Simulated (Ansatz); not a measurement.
Relaxation of C₂H₄BS (8 atoms, charge -1, multiplicity 1), to a largest force component of 0.015 eV/Å in at most 40 steps.

Level of theory: RKS PBE/6-31G* (Ansatz 0.2.0).

```xyz
8
Properties=species:S:1:pos:R:3:forces:R:3
B 0.189 1.278 0.150 -0.14 -0.72 -0.05
C 0.263 -0.168 -0.344 0.51 0.27 -0.52
C -0.495 -1.152 0.215 -0.58 -0.17 0.58
S 1.363 -0.544 -1.642 0.73 0.05 -0.74
H 0.824 2.139 -0.343 0.44 0.64 -0.36
H -0.516 1.565 1.059 -0.54 0.24 0.72
H -0.433 -2.175 -0.134 0.02 -0.51 -0.17
H -1.185 -0.959 1.025 -0.43 0.20 0.54
```

Task: Where does it end, and by what steps?

Result: The forces met the threshold. Limits of this set-up: an anion without diffuse functions, the dipole of an ion depends on the origin. After 18 steps the energy has fallen by 1.023 eV; H6 moved furthest, 1.43 Å. Joined: B1–S4.

```json
{"step": "0", "energy less start (eV)": "0.0000", "largest force component (eV/Å)": "0.743", "accepted": "yes"}
{"step": "1", "energy less start (eV)": "-0.1112", "largest force component (eV/Å)": "0.241", "accepted": "yes"}
{"step": "2", "energy less start (eV)": "-0.1241", "largest force component (eV/Å)": "0.156", "accepted": "yes"}
{"step": "3", "energy less start (eV)": "-0.1214", "largest force component (eV/Å)": "0.245", "accepted": "no"}
{"step": "4", "energy less start (eV)": "-0.1297", "largest force component (eV/Å)": "0.058", "accepted": "yes"}
{"step": "5", "energy less start (eV)": "-0.1369", "largest force component (eV/Å)": "0.140", "accepted": "yes"}
{"step": "6", "energy less start (eV)": "-0.1477", "largest force component (eV/Å)": "0.345", "accepted": "yes"}
{"step": "7", "energy less start (eV)": "-0.1775", "largest force component (eV/Å)": "0.286", "accepted": "yes"}
{"step": "8", "energy less start (eV)": "-0.2138", "largest force component (eV/Å)": "0.515", "accepted": "yes"}
{"step": "9", "energy less start (eV)": "-0.2999", "largest force component (eV/Å)": "0.703", "accepted": "yes"}
{"step": "10", "energy less start (eV)": "-0.4308", "largest force component (eV/Å)": "0.763", "accepted": "yes"}
{"step": "11", "energy less start (eV)": "-0.7008", "largest force component (eV/Å)": "0.788", "accepted": "yes"}
{"step": "12", "energy less start (eV)": "-0.9283", "largest force component (eV/Å)": "0.474", "accepted": "yes"}
{"step": "13", "energy less start (eV)": "-0.9983", "largest force component (eV/Å)": "0.362", "accepted": "yes"}
{"step": "14", "energy less start (eV)": "-1.0102", "largest force component (eV/Å)": "0.193", "accepted": "yes"}
{"step": "15", "energy less start (eV)": "-1.0204", "largest force component (eV/Å)": "0.118", "accepted": "yes"}
{"step": "16", "energy less start (eV)": "-1.0225", "largest force component (eV/Å)": "0.052", "accepted": "yes"}
{"step": "17", "energy less start (eV)": "-1.0228", "largest force component (eV/Å)": "0.027", "accepted": "yes"}
{"step": "18", "energy less start (eV)": "-1.0228", "largest force component (eV/Å)": "0.007", "accepted": "yes"}
```

```xyz
8
Properties=species:S:1:pos:R:3
B 0.444 1.262 0.049
C 0.065 -0.231 -0.090
C -0.752 -1.282 0.114
S 1.647 -0.083 -0.919
H -0.073 2.092 -0.688
H 0.905 1.678 1.103
H -0.528 -2.298 -0.243
H -1.698 -1.152 0.660
```

Whether the end is a true minimum wasn't checked by a vibrational analysis.

The run took 17 s on 1 thread of AMD EPYC 9R45 96-Core Processor (Zen 5), with other jobs on the host, peak memory 0.16 GiB.
